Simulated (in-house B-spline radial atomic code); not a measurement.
## Excitations of Ge4+ by several methods

Full response, energies in eV; labels give the largest channel, * marks a mixed state, a dash one above the method's threshold, and an imaginary frequency an unstable closed-shell reference. Computed with a B-spline radial code for spherical atoms: linear response of the closed shell [Ar] 3d10 with each method's own kernel (bare exchange for TDHF, static screening on G0W0 levels for BSE, the adiabatic kernel for functionals); non-relativistic, point nucleus, no spin-orbit coupling, no double excitations, S, P, D and F terms only. Only terms of natural parity with L up to 3 were computed.

Without relativity these are model numbers for so heavy an element.

| method | 3d → 4s 3D | 3d → 4s 1D | 3d → 4p 3P | α (bohr³) |
| --- | --- | --- | --- | --- |
| TDHF | 32.09 | 32.94 | 42.52 | 0.7431 |
| BSE on G0W0@HF | 30.71 | 31.47 | 41.36 | 0.7399 |
| LDA VWN5 | 27.040 | 27.616 | 37.71 | 0.8474 |
| PBE | 26.624 | 27.275 | 37.20 | 0.8489 |
| PBE0 | 28.251 | 28.929 | 38.84 | 0.8146 |
| B3LYP (VWN-RPA) | ? | ? | ? | ? |
| CAM-B3LYP | 27.301 | 28.022 | 37.80 | 0.829 |
| LC-wPBE | 26.921 | 27.570 | 37.43 | 0.8423 |
| wB97X | 28.905 | 29.328 | 39.45 | 0.8235 |
| HSE06 | 28.174 | 28.854 | 38.78 | 0.8169 |
| BHandHLYP | 29.039 | 29.831 | 39.55 | 0.7919 |
| BLYP | 26.021 | 26.760 | 36.52 | 0.8567 |
| PBEsol | 26.915 | 27.557 | 37.47 | 0.8463 |
| BP86 | 27.163 | 27.759 | 37.82 | 0.8467 |
| LDA exchange-only | 26.165 | 26.898 | 36.58 | 0.8651 |
| B97-1 | ? | ? | ? | ? |
| RPBE | 26.504 | 27.146 | 37.03 | 0.8481 |
| OLYP | 26.632 | 27.338 | 36.96 | 0.8292 |

(1) What does B3LYP (VWN-RPA) give?

(2) What does B97-1 give?

Answers

(1) 3d → 4s 3D: 27.421; 3d → 4s 1D: 28.147; 3d → 4p 3P: 37.97; α: 0.8273 (eV, bohr³).

(2) 3d → 4s 3D: 28.266; 3d → 4s 1D: 28.737; 3d → 4p 3P: 38.96; α: 0.8186 (eV, bohr³).
